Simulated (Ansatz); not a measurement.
Start from `[CH3][InH][SH]` and change one atom or group to get `[CH3][In]([SH])[SiH2]O`.

Ansatz, PBE0-D4/def2-TZVP geometries, multiplicity 1. Each molecule was computed in one conformer, which needn't be the lowest.

Elements past krypton have def2 core potentials.

| property | `[CH3][InH][SH]` |
| --- | --- |
| HOMO energy (B3LYP/def2-TZVPP) / eV | -6.99 |
| HOMO–LUMO gap (ωB97M-V/def2-TZVPP) / eV | 9.55 |
| HOMO–LUMO gap (B3LYP/def2-TZVPP) / eV | 5.40 |
| HOMO energy (ωB97M-V/def2-TZVPP) / eV | -9.41 |
| LUMO energy (ωB97M-V/def2-TZVPP) / eV | 0.14 |
| HOMO energy (PBE0/def2-TZVPP) / eV | -7.23 |

Problem. Give the same properties after the change, and the shifts. (An estimate is asked.)

Solution. Computed: 
```json
{"property": "HOMO energy (B3LYP/def2-TZVPP) / eV", "`[CH3][In]([SH])[SiH2]O`": "-6.92", "shift": "0.07"}
{"property": "HOMO–LUMO gap (ωB97M-V/def2-TZVPP) / eV", "`[CH3][In]([SH])[SiH2]O`": "9.05", "shift": "-0.50"}
{"property": "HOMO–LUMO gap (B3LYP/def2-TZVPP) / eV", "`[CH3][In]([SH])[SiH2]O`": "5.08", "shift": "-0.32"}
{"property": "HOMO energy (ωB97M-V/def2-TZVPP) / eV", "`[CH3][In]([SH])[SiH2]O`": "-9.13", "shift": "0.28"}
{"property": "LUMO energy (ωB97M-V/def2-TZVPP) / eV", "`[CH3][In]([SH])[SiH2]O`": "-0.08", "shift": "-0.22"}
{"property": "HOMO energy (PBE0/def2-TZVPP) / eV", "`[CH3][In]([SH])[SiH2]O`": "-7.13", "shift": "0.10"}
```

With PBE0 the HOMO rises by 0.10 eV and the LUMO falls by 0.30 eV, so the gap narrows by about 0.40 eV. PBE moves the HOMO by 0.04 eV and ωB97M-V by 0.28 eV.

B3LYP here is the variant with VWN-RPA as its local correlation; programs differ in this.
